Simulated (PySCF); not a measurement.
CH2F, SMILES [CH2]F (connectivity only; charge and spin as stated), charge +1, multiplicity 1.

The structure is a stationary point at B3LYP-D3(BJ)/def2-TZVPD. The spin state was assumed, not searched. The isomer is the one that the SMILES or the coordinates give; other isomers of the formula were not compared.

Computed with PySCF with CAM-B3LYP/def2-TZVPD.

Symmetry labels are those of the subgroup C2v that the program uses (full group C2v).

**Question.** List the valence orbital energies around the gap with their symmetry. (Estimate from the structure and the level; the computed values follow.)

**Answer.** 
```json
[
 {"orbital": "HOMO−7", "symmetry": "A1", "energy (eV)": "-685.08"},
 {"orbital": "HOMO−6", "symmetry": "A1", "energy (eV)": "-292.95"},
 {"orbital": "HOMO−5", "symmetry": "A1", "energy (eV)": "-47.29"},
 {"orbital": "HOMO−4", "symmetry": "A1", "energy (eV)": "-30.54"},
 {"orbital": "HOMO−3", "symmetry": "B2", "energy (eV)": "-26.61"},
 {"orbital": "HOMO−2", "symmetry": "A1", "energy (eV)": "-26.32"},
 {"orbital": "HOMO−1", "symmetry": "B1", "energy (eV)": "-25.32"},
 {"orbital": "HOMO", "symmetry": "B2", "energy (eV)": "-21.45"},
 {"orbital": "LUMO", "symmetry": "B1", "energy (eV)": "-10.57"},
 {"orbital": "LUMO+1", "symmetry": "A1", "energy (eV)": "-4.58"},
 {"orbital": "LUMO+2", "symmetry": "A1", "energy (eV)": "-3.95"},
 {"orbital": "LUMO+3", "symmetry": "B2", "energy (eV)": "-3.11"}
]
```
